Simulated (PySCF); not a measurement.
H₈OSi₃, SMILES O[SiH]([SiH3])[SiH3].

Geometry optimised at PBE0-D3(BJ)/def2-SVP. One conformer was computed; it need not be the lowest.

All values below come from PBE0-D3(BJ)/def2-SVP run with PySCF.

Frequencies are harmonic and unscaled.

Problem. Give all harmonic wavenumbers and intensities. (The exact figures need the calculation; the answer reports its results.)

Solution. 
| mode | ν (cm⁻¹) | IR (km/mol) | Raman (Å⁴/amu) | depolarisation | moving atoms (share of kinetic energy) |
|---|---|---|---|---|---|
| 1 | 85 | 0.9 | 0.1 | 0.75 | H 96 % |
| 2 | 92 | 1.4 | 1.3 | 0.56 | Si 64 %, H 27 %, O 9 % |
| 3 | 106 | 0.1 | 0.1 | 0.26 | H 91 % |
| 4 | 148 | 1.4 | 1.7 | 0.75 | O 40 %, H 39 %, Si 21 % |
| 5 | 155 | 13.6 | 0.8 | 0.33 | Si 45 %, H 31 %, O 25 % |
| 6 | 229 | 138.2 | 0.9 | 0.75 | H 75 %, O 22 % |
| 7 | 373 | 2.7 | 28.3 | 0.13 | Si 79 %, H 17 % |
| 8 | 408 | 12.1 | 3.0 | 0.75 | H 78 %, Si 22 % |
| 9 | 426 | 0.1 | 8.7 | 0.75 | H 62 %, Si 37 % |
| 10 | 517 | 11.5 | 11.7 | 0.75 | H 78 %, Si 19 % |
| 11 | 520 | 16.9 | 6.5 | 0.75 | Si 50 %, H 47 % |
| 12 | 549 | 6.5 | 13.6 | 0.74 | H 74 %, Si 25 % |
| 13 | 718 | 209.5 | 10.9 | 0.75 | H 89 %, Si 11 % |
| 14 | 766 | 73.3 | 5.1 | 0.75 | H 82 %, O 17 % |
| 15 | 836 | 296.3 | 7.0 | 0.72 | H 54 %, O 24 %, Si 23 % |
| 16 | 858 | 243.8 | 8.1 | 0.75 | H 89 %, Si 11 % |
| 17 | 890 | 15.6 | 7.5 | 0.72 | H 76 %, Si 15 %, O 9 % |
| 18 | 892 | 25.2 | 8.7 | 0.68 | H 65 %, O 21 %, Si 14 % |
| 19 | 926 | 11.9 | 29.5 | 0.75 | H 98 % |
| 20 | 931 | 27.7 | 26.5 | 0.75 | H 97 % |
| 21 | 931 | 56.1 | 29.2 | 0.74 | H 97 % |
| 22 | 938 | 69.5 | 13.3 | 0.70 | H 94 % |
| 23 | 2207 | 45.1 | 3.1 | 0.74 | H 98 % |
| 24 | 2211 | 82.0 | 382.9 | 0.03 | H 98 % |
| 25 | 2218 | 13.2 | 22.5 | 0.75 | H 96 % |
| 26 | 2219 | 77.9 | 249.7 | 0.61 | H 96 % |
| 27 | 2228 | 100.0 | 85.9 | 0.75 | H 96 % |
| 28 | 2229 | 88.0 | 232.3 | 0.67 | H 96 % |
| 29 | 2237 | 143.9 | 205.9 | 0.04 | H 97 % |
| 30 | 3926 | 99.0 | 62.9 | 0.24 | H 94 % |
